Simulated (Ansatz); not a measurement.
Start from `[NH]=[W](=[NH])([NH2])[OH]` and change one atom or group to get `[NH]=[W](=[NH])([OH])[OH]`.

Ansatz, PBE0-D4/def2-TZVP geometries, multiplicity 1. Each molecule was computed in one conformer, which needn't be the lowest.

Elements past krypton have def2 core potentials.

```csv
property,`[NH]=[W](=[NH])([NH2])[OH]`
HOMO energy (PBE0/def2-TZVPP) / eV,-7.27
HOMO energy (B3LYP/def2-TZVPP) / eV,-7.04
HOMO–LUMO gap (PBE0/def2-TZVPP) / eV,6.91
"ideal-gas entropy at 298 K and 1 bar (rigid rotor, harmonic PBE0-D4/def2-TZVP) / J/(mol·K)",357
size of the dipole moment (B3LYP/def2-TZVPP) / D,1.73
LUMO energy (PBE0/def2-TZVPP) / eV,-0.36
```

(1) Give the same properties after the change, and the shifts. (Estimate.)

Results:

(1) Ansatz gave: 
```
                                                                                  property  `[NH]=[W](=[NH])([OH])[OH]`  shift
                                                        HOMO energy (PBE0/def2-TZVPP) / eV                        -7.59  -0.32
                                                       HOMO energy (B3LYP/def2-TZVPP) / eV                        -7.36  -0.32
                                                      HOMO–LUMO gap (PBE0/def2-TZVPP) / eV                         6.97   0.06
ideal-gas entropy at 298 K and 1 bar (rigid rotor, harmonic PBE0-D4/def2-TZVP) / J/(mol·K)                          347    -10
                                          size of the dipole moment (B3LYP/def2-TZVPP) / D                         0.87  -0.86
                                                        LUMO energy (PBE0/def2-TZVPP) / eV                        -0.63  -0.27
```

With PBE0 the HOMO falls by 0.32 eV and the LUMO falls by 0.27 eV, so the gap widens by about 0.05 eV. PBE moves the HOMO by -0.28 eV and ωB97M-V by -0.33 eV. The zero-point energy changes by -31.9 kJ/mol with -3 modes. Dipoles are sizes alone; their direction can turn.

B3LYP here is the variant with VWN-RPA as its local correlation; programs differ in this.
